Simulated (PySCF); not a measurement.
A structure optimised at PBE0-D3(BJ)/def2-SVP, used in a PySCF frequency run:

```
C
F 1 1.3297
F 1 1.3297 2 108.10
F 1 1.3297 2 108.10 3 -116.78
C 1 1.4726 2 110.81 3 121.61
C 5 1.2102 3 147.42 1 -180.00
```
Charge 0, spin multiplicity 2.

Write its SMILES, formula and point group.

[C]#CC(F)(F)F, C3F3, C3v

What are its rotational constants (standard atomic weights)?

5.7398, 3.0896, 3.0896 GHz
